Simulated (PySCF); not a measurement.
C₃H₃BF₂O, SMILES FB(C1=CCO1)F. Atoms are numbered in the order given.

```xyz
10

F      1.1665    -1.8516     0.0000
B     -0.0004    -1.2162     0.0000
F     -1.1133    -1.9483     0.0000
C     -0.0945     0.3329     0.0000
C     -1.0693     1.2912     0.0000
C      0.0452     2.3004     0.0000
O      1.0088     1.1953     0.0000
H     -2.1637     1.3149     0.0000
H      0.1641     2.9279     0.9093
H      0.1641     2.9279    -0.9093
```
Charge 0, spin multiplicity 1.

Geometry optimised at PBE-D3(BJ)/def2-SVP. The structure was generated by enumeration, and PubChem lists no compound with its InChIKey, so it may never have been made. One conformer was computed; it need not be the lowest.

Level of theory: PBE-D3(BJ)/def2-SVP (PySCF 2.14.0).

No scaling factor is applied to the harmonic values.

**Question.** Estimate the vibrational spectrum. (An estimate is asked for; the answer gives what the named calculation found.)

**Answer.** 
```csv
mode,ν (cm⁻¹),IR (km/mol),Raman (Å⁴/amu),depolarisation,moving atoms (share of kinetic energy)
1,79,1.8,0.8,0.75,"F 42 %, O 28 %, C 20 %, H 10 %"
2,130,0.2,0.2,0.72,"F 50 %, C 27 %, O 13 %"
3,161,2.0,1.1,0.75,"C 59 %, H 24 %, F 11 %"
4,355,4.6,2.7,0.39,"F 62 %, C 22 %, O 12 %"
5,429,5.2,1.1,0.67,"F 41 %, C 28 %, O 17 %"
6,460,31.9,2.1,0.75,"C 33 %, H 26 %, B 24 %, O 12 %"
7,622,14.6,8.3,0.12,"F 69 %, B 17 %, C 8 %"
8,666,38.9,1.7,0.75,"H 80 %, C 11 %"
9,685,10.1,0.0,–,"B 54 %, C 29 %, H 12 %"
10,902,24.1,5.4,0.71,"H 53 %, C 34 %, O 13 %"
11,925,24.3,4.9,0.68,"C 50 %, O 44 %"
12,930,5.1,3.6,0.75,"H 51 %, C 46 %"
13,970,6.4,7.4,0.54,"C 52 %, O 23 %, H 13 %, F 10 %"
14,1067,0.1,6.9,0.75,H 89 %
15,1094,79.3,0.4,0.16,"C 42 %, H 42 %, O 11 %"
16,1155,58.9,5.7,0.42,"C 42 %, H 28 %, O 12 %, B 11 %"
17,1225,85.2,6.7,0.74,"C 45 %, H 40 %, B 8 %"
18,1341,229.3,14.8,0.55,"B 40 %, C 31 %, H 16 %, F 9 %"
19,1387,22.4,39.7,0.48,"H 79 %, C 15 %"
20,1404,237.6,0.5,0.70,"B 73 %, F 23 %"
21,1615,135.8,65.1,0.19,C 88 %
22,2985,12.2,238.7,0.15,H 95 %
23,3049,6.2,123.8,0.75,"H 90 %, C 10 %"
24,3212,0.2,91.7,0.27,"H 91 %, C 9 %"
```
